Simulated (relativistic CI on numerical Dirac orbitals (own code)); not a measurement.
## W⁺: resonant inelastic scattering at the L2,3 edge

Computed with this model: Dirac-Coulomb-Breit CI, separate exchange-only KLI orbitals for each configuration, a model potential for QED, valence Slater integrals scaled by 0.8, Kramers-Heisenberg scattering through one core-hole configuration in a parametric crystal field; configurations [Xe] 4f14 5d5 → [He] 2s2 2p5 3s2 3p6 3d10 4s2 4p6 4d10 4f14 5s2 5p6 5d6; 300 K; core-hole width 5 eV; summed over polarisations. Incident energies are the highest absorption maxima for each field (at most a few, so the weaker spin-orbit partner edge can be absent), on the computed scale of the free ion. Intensities are in per cent of the strongest line above 0.02 eV; levels within 1 cm⁻¹ are merged; final levels count from the ground level, the first row holds all elastic scattering, lines under 0.4 are left out and each table stops after 24 rows. The scale of the Slater integrals is a model choice and moves the terms in proportion. The configuration is assumed, with all valence electrons in the open shell; the free ion's ground configuration is another.

Field parameters in Wybourne normalisation: D3d B²₀ = −7Dσ, B⁴₀ = −14Dq − 21Dτ, B⁴₃ = −14√(10/7) Dq. The field is a parameter set, without covalency.

S is read from ⟨S²⟩ = S(S + 1).

D3d, 10Dq = 10000, Dσ = -110, Dτ = 320 cm⁻¹:

```tsv
Final level (eV)	Degeneracy	Irrep	S	10202.1 eV
0.000	2	Γ4	1.86	5406.1
0.075	2	Γ5+Γ6	2.33	51.9
0.078	2	Γ4	2.35	50.6
0.256	2	Γ4	1.62	80.6
0.532	2	Γ5+Γ6	0.96	24.8
0.699	2	Γ4	1.14	29.5
0.774	2	Γ4	1.50	33.6
0.853	2	Γ4	1.43	21.5
0.864	2	Γ5+Γ6	1.49	24.6
1.000	2	Γ4	1.45	37.3
1.006	2	Γ5+Γ6	1.46	28.0
1.100	2	Γ4	1.43	40.3
1.272	2	Γ4	1.47	19.5
1.303	2	Γ4	1.38	38.9
1.307	2	Γ5+Γ6	1.44	40.2
1.351	2	Γ4	1.43	14.6
1.370	2	Γ5+Γ6	1.38	16.4
1.394	2	Γ4	1.27	30.6
1.552	2	Γ5+Γ6	0.79	96.9
1.581	2	Γ4	0.86	66.7
1.665	2	Γ4	0.78	100.0
1.794	2	Γ4	0.84	21.3
1.805	2	Γ4	0.91	25.0
1.827	2	Γ5+Γ6	0.82	9.9
```

D3d, 10Dq = 17450, Dσ = 170, Dτ = 390 cm⁻¹:

```csv
Final level (eV),Degeneracy,Irrep,S,10202.4 eV,11541.1 eV
0.000,2,Γ4,0.59,1880.9,77.0
0.334,2,Γ5+Γ6,0.58,43.6,6.3
0.671,2,Γ4,0.62,64.1,8.2
1.268,2,Γ4,1.68,11.8,2.2
1.283,2,Γ5+Γ6,1.69,17.1,3.5
1.343,2,Γ4,1.72,36.4,17.3
1.412,2,Γ4,1.49,28.9,14.8
1.642,2,Γ5+Γ6,1.59,17.1,9.4
1.646,2,Γ4,1.71,14.5,4.5
1.908,2,Γ4,1.94,15.1,4.3
1.916,2,Γ5+Γ6,1.99,27.9,3.5
1.953,2,Γ4,1.91,18.0,3.6
2.040,2,Γ4,1.80,19.0,3.0
2.072,2,Γ4,1.54,25.7,10.7
2.077,2,Γ5+Γ6,1.66,9.4,9.5
2.123,2,Γ4,1.50,19.2,6.4
2.140,2,Γ4,1.54,17.0,8.1
2.143,2,Γ5+Γ6,1.45,39.2,5.4
2.277,2,Γ4,0.67,67.8,28.9
2.279,2,Γ5+Γ6,0.70,100.0,34.9
2.381,2,Γ4,0.64,54.5,26.8
2.522,2,Γ5+Γ6,0.72,12.3,7.1
2.526,2,Γ4,0.75,14.6,14.6
2.549,2,Γ4,0.60,23.2,3.8
```

For the first field the strongest loss at the lowest incident energy is the level at 1.67 eV (S = 0.78, against 1.91 in the thermal ground state). Levels of other spin, the first over 8 % at 0.53 eV, appear because spin-orbit coupling of the core hole, and in heavier ions of the valence shell too, mixes spins.
